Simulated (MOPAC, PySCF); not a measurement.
cyclo[30]carbon `c1c#cc#cc#cc#cc#cc#cc#cc#cc#cc#cc#cc#cc#cc#cc#1`, neutral singlet in the gas phase. 

Cartesian coordinates (Å):
SMILES: c1c#cc#cc#cc#cc#cc#cc#cc#cc#cc#cc#cc#cc#cc#cc#1
```xyz
30

C     -6.0344     1.2804    -0.0016
C     -5.6063     2.5693    -0.0021
C     -4.9879     3.6277    -0.0025
C     -4.0751     4.6334    -0.0026
C     -3.0814     5.3512    -0.0022
C     -1.8394     5.9007    -0.0014
C     -0.6395     6.1515    -0.0003
C      0.7187     6.1478     0.0011
C      1.9164     5.8871     0.0024
C      3.1547     5.3291     0.0038
C      4.1411     4.6013     0.0049
C      5.0432     3.5860     0.0056
C      5.6458     2.5185     0.0057
C      6.0559     1.2237     0.0054
C      6.1728     0.0035     0.0046
C      6.0218    -1.3462     0.0035
C      5.6348    -2.5094     0.0020
C      4.9501    -3.6823     0.0005
C      4.1255    -4.5893    -0.0011
C      3.0243    -5.3842    -0.0025
C      1.9023    -5.8779    -0.0035
C      0.5734    -6.1581    -0.0039
C     -0.6524    -6.1522    -0.0040
C     -1.9801    -5.8663    -0.0034
C     -3.0973    -5.3617    -0.0028
C     -4.1917    -4.5575    -0.0019
C     -5.0048    -3.6402    -0.0013
C     -5.6746    -2.4586    -0.0008
C     -6.0425    -1.2893    -0.0008
C     -6.1733     0.0625    -0.0010
```
Charge 0, multiplicity 1.

All levels are single points at this geometry (CAM-B3LYP-D3(BJ)/def2-SVP); Pople sets use spherical d functions. Orbital energies aren't observables, and empty levels follow the basis.

```csv
level,HOMO (eV),LUMO (eV),gap (eV),dipole (D),"vertical IE, Delta-SCF (eV)"
CAM-B3LYP-D3(BJ)/def2-SVP in PySCF,-7.67,-2.70,4.97,0.01,–
PBE0-D3(BJ)/def2-SVP in PySCF,-6.79,-3.69,3.10,0.01,7.74
HF/STO-3G in PySCF,-6.21,2.95,9.16,0.01,–
PM3 in MOPAC,-8.94,-1.62,7.33,0.01,–
PM6 in MOPAC,-9.41,-1.89,7.52,0.01,–
PM7 in MOPAC,-9.37,-2.04,7.33,0.00,–
```
